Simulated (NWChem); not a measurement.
System: BCl2F; SMILES ClB(Cl)F

Input file for NWChem:

```
start job
memory heap 200 mb stack 900 mb global 1100 mb
geometry units angstroms noautoz
  B      0.000000     0.000000    -0.348930
  F      0.000000     0.000000    -1.659552
  Cl     1.520975     0.000000     0.501866
  Cl    -1.520975     0.000000     0.501866
end
basis spherical
  * library 6-31g*
end
dft
  xc bhlyp
  iterations 150
  vectors input atomic output neutral.movecs
end
task dft energy
charge 1
dft
  odft
  mult 2
  vectors input atomic output cation.movecs
end
task dft energy
```

Structure relaxed at the PBE0/def2-SVP level.

Ions are spin-unrestricted doublets at the neutral geometry; other ion states weren't tried.

### Question
Predict the main results of this run. (BHandHLYP/6-31G* (spherical d), vertical spin-unrestricted ions.) Quantities: vertical ionisation energy, ΔSCF (eV); −ε(HOMO) (eV).

### Answer
* **vertical ionisation energy, ΔSCF (eV)**: 12.12
* **−ε(HOMO) (eV)**: 10.69
